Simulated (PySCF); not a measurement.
# Name the molecule from its bond curve

A diatomic of charge 0 contains Br. Its singlet curve at PBE0 in a triple-zeta basis (no relativity, PySCF), in eV from the separated fragments:

```json
{"R (Å)": "1.223", "E (eV)": "-3.263"}
{"R (Å)": "1.280", "E (eV)": "-3.655"}
{"R (Å)": "1.337", "E (eV)": "-3.879"}
{"R (Å)": "1.379", "E (eV)": "-3.960"}
{"R (Å)": "1.422", "E (eV)": "-3.984"}
{"R (Å)": "1.465", "E (eV)": "-3.960"}
{"R (Å)": "1.522", "E (eV)": "-3.870"}
{"R (Å)": "1.593", "E (eV)": "-3.689"}
{"R (Å)": "1.678", "E (eV)": "-3.403"}
{"R (Å)": "1.792", "E (eV)": "-2.958"}
```

The fit gives ωe = 2672 cm⁻¹ and the rotational constant Bₑ = 8.400 cm⁻¹.

Which atom is the partner?

The minimum lies at 1.420 Å, so the reduced mass is 16.8576 u Å² cm⁻¹/(Bₑ·Re²) = 0.9953 u. With Br at 78.92 u the partner weighs about 1.0 u: H. The molecule is HBr.
